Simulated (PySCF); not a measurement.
Ligand exchange on a metal centre used in film growth or etching (Zn NH2-CH3). All species are isolated molecules in the gas phase. One relaxed conformer stands for each flexible species; it need not be the lowest.

The charge on the central atom (meta-Löwdin) from two functionals at the same geometries (BP86-D3(BJ)/def2-SVP), both in PySCF: PBE-D3(BJ)/def2-TZVP and B3LYP-D3(BJ)/def2-TZVP. B3LYP has the VWN-RPA correlation part, as in Gaussian. 

```
species                                      PBE-D3(BJ)/def2-TZVP (e)  B3LYP-D3(BJ)/def2-TZVP (e)
-------------------------------------------  ------------------------  --------------------------
0 of 2 NH2 replaced by CH3 ([Zn(NH2)2])                          1.07                        1.12
1 of 2 NH2 replaced by CH3 ([Zn(NH2)(CH3)])                      1.03                        1.07
2 of 2 NH2 replaced by CH3 ([Zn(CH3)2])                          1.01                        1.04
```

Over these rows, drawn at random from the members with no instability flagged (it was tested for open shells, ions and some series alone), PBE minus B3LYP-D3(BJ): mean -0.04 e, from -0.05 e to -0.03 e.
